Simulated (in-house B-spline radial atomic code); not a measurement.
Radial electron density of C2+, [He] 2s1 6f1. Method: Dirac-Hartree-Fock, average of configuration, Fermi nucleus of rms radius 2.4702 fm. Calculated with an all-electron radial atomic-structure program (B-spline basis).

Columns: r (bohr), 4πr²n(r) (electrons per bohr), bar.

```
 0.00938   0.1262 #
  0.0115   0.1848 #
  0.0142   0.2727 ##
  0.0175    0.398 ###
  0.0215   0.5724 ####
  0.0264   0.8137 ######
  0.0325    1.146 ########
  0.0399    1.581 ###########
  0.0491    2.146 ###############
  0.0604    2.839 ####################
  0.0743    3.643 ##########################
  0.0914    4.505 ################################
   0.112    5.309 ######################################
   0.138    5.945 ##########################################
    0.17    6.215 ############################################
   0.209    5.978 ##########################################
   0.257    5.199 #####################################
   0.316    4.005 ############################
   0.389    2.675 ###################
   0.479    1.569 ###########
   0.589   0.9349 #######
   0.724   0.7648 #####
   0.891    0.841 ######
     1.1   0.8859 ######
    1.35   0.7485 #####
    1.66   0.4758 ###
    2.04    0.221 ##
    2.51  0.08073 #
    3.08   0.0415 
    3.79  0.03764 
    4.66  0.02311 
    5.74 0.001024 
    7.06  0.01714 
    8.68  0.04986 
    10.7  0.01617 
    13.1  0.01289 
    16.1  0.09095 #
    19.9  0.07719 #
    24.4  0.01878 
      30 0.001292 
      37 2.017e-05 
    45.5 6.212e-08 
    55.9 2.667e-11
```

On this grid the curve has 4 maxima, near 0.17, 1.1, 8.68, 16.1 bohr.

The 2s1/2 radial function P(r) = rR(r), positive near the nucleus, with its small component Q(r) (sign convention: Q ≈ (P' + κP/r)/2c):

```csv
r (bohr),P,Q
0.00333,0.02449,-0.000538
0.00504,0.03667,-0.0008068
0.00763,0.05464,-0.001205
0.0115,0.08041,-0.001779
0.0175,0.1179,-0.002624
0.0264,0.1684,-0.00378
0.0399,0.234,-0.005327
0.0604,0.3111,-0.007256
0.0914,0.3844,-0.009371
0.138,0.4193,-0.01118
0.209,0.3577,-0.01186
0.316,0.1333,-0.01048
0.479,-0.2741,-0.006548
0.724,-0.7294,-0.001059
1.1,-0.9361,0.003295
1.66,-0.6877,0.00377
2.51,-0.2534,0.001639
3.79,-0.03538,0.0002482
5.74,-0.001141,8.397e-06
```
